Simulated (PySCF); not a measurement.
PBEsol on In- (indium, charge -1), [Kr] 4d10 5s2 5p2, high-spin 3P determinant. All numbers are calculated (PySCF 2.14, the spin-free X2C one-electron Hamiltonian (Gaussian nucleus), in aug-cc-pVQZ-DK3).

```
cycle= 1 E= -5877.55410204445  delta_E= -0.0163  |g|= 0.0671  |ddm|= 5.88
cycle= 2 E= -5877.5539232336  delta_E= 0.000179  |g|= 0.057  |ddm|= 1.59
cycle= 3 E= -5877.55512785381  delta_E= -0.0012  |g|= 0.00568  |ddm|= 0.991
cycle= 4 E= -5877.55517060324  delta_E= -4.27e-05  |g|= 0.00661  |ddm|= 0.227
cycle= 5 E= -5877.55522392343  delta_E= -5.33e-05  |g|= 0.000103  |ddm|= 0.0835
cycle= 6 E= -5877.55522394844  delta_E= -2.5e-08  |g|= 1.97e-05  |ddm|= 0.021
cycle= 7 E= -5877.55522394958  delta_E= -1.15e-09  |g|= 2.96e-06  |ddm|= 0.000698
cycle= 8 E= -5877.55522394961  delta_E= -2.18e-11  |g|= 1.76e-07  |ddm|= 3.68e-05
converged SCF energy = -5877.55522394961  <S^2> = 2.0015656  2S+1 = 3.0010436
```

Highest occupied orbital energy: 1.170 eV; ⟨L²⟩ = 2.01; populations by l: s 10.00, p 20.00, d 20.00, f 0.00.

Q: Can this result be used?

A: With care. The run converged. At PBEsol the highest occupied level has a positive energy, so only the finite basis holds that electron; in a semilocal or global hybrid functional this comes from self-interaction and does not mean that the real anion is unbound.
